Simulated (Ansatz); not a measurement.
Relaxation of C₂H₆O₂Zn (11 atoms, charge 0, multiplicity 1), to a largest force component of 0.02 eV/Å in at most 50 steps.

Level of theory: Ansatz 0.2.0, RKS PBE-D4/def2-SVP.

```xyz
11
Properties=species:S:1:pos:R:3:forces:R:3
C -1.470 0.571 0.764 -0.93 2.25 -1.44
C -0.258 0.091 0.087 -0.99 1.55 -3.43
O 0.406 -0.732 0.958 2.92 -3.12 2.82
Zn 2.004 -1.102 -0.360 -39.45 -4.73 47.18
O 2.807 -1.006 -1.304 37.97 4.24 -44.07
H -2.176 -0.216 1.038 -0.45 -0.46 0.28
H -2.041 1.276 0.050 0.44 -0.75 0.78
H -1.219 1.217 1.653 -0.18 -0.22 0.30
H -0.209 -1.079 1.652 0.63 0.09 -0.08
H 0.398 0.947 -0.179 -0.11 0.34 0.44
H 2.133 -0.636 -1.906 0.17 0.80 -2.79
```

Task: Where does it end, and by what steps?

Result: It converged. The force dipped under the threshold on the way, but the program's further checks kept it going. After 28 steps the energy has fallen by 13.836 eV; H9 moved furthest, 1.28 Å. The start is strongly strained (largest force component 47 eV/Å), so its close contacts needn't be bonds. Parted: O3–Zn4 (2.10 → 2.73 Å), Zn4–H11 (1.62 → 2.35 Å). Joined: C2–Zn4 (2.60 → 1.96 Å).

```tsv
step	energy less start (eV)	largest force component (eV/Å)	accepted
0	0.0000	47.182	yes
1	-9.0110	12.559	yes
2	-11.2851	4.473	yes
3	-11.9561	3.097	yes
4	-12.5535	1.209	yes
5	-12.9738	1.356	yes
6	-13.3401	0.840	yes
7	-13.5995	0.707	yes
8	-13.7023	0.597	yes
9	-13.7586	0.643	yes
10	-13.7884	0.283	yes
11	-13.8077	0.288	yes
12	-13.8142	0.286	yes
13	-13.8260	0.330	yes
14	-13.8276	0.282	yes
15	-13.8337	0.037	yes
16	-13.8339	0.013	yes
17	-13.8340	0.039	yes
18	-13.8340	0.136	no
19	-13.8336	0.142	no
20	-13.8341	0.003	yes
21	-13.8342	0.103	yes
22	-13.8344	0.125	yes
23	-13.8347	0.051	yes
24	-13.8354	0.017	yes
25	-13.8357	0.138	yes
26	-13.8360	0.143	yes
27	-13.8360	0.118	no
28	-13.8364	0.017	yes
```

```xyz
11
Properties=species:S:1:pos:R:3
C -1.297 0.354 0.427
C 0.181 0.226 0.794
O 0.384 -0.657 1.898
Zn 1.284 -0.474 -0.670
O 2.406 -1.142 -1.896
H -1.742 -0.629 0.169
H -1.452 1.040 -0.433
H -1.887 0.765 1.281
H -0.114 -0.291 2.656
H 0.572 1.250 1.027
H 2.039 -1.111 -2.799
```

The run took 55 s on 2 threads of Intel(R) Xeon(R) Platinum 8488C (Sapphire Rapids), on a shared host, peak memory 0.18 GiB.
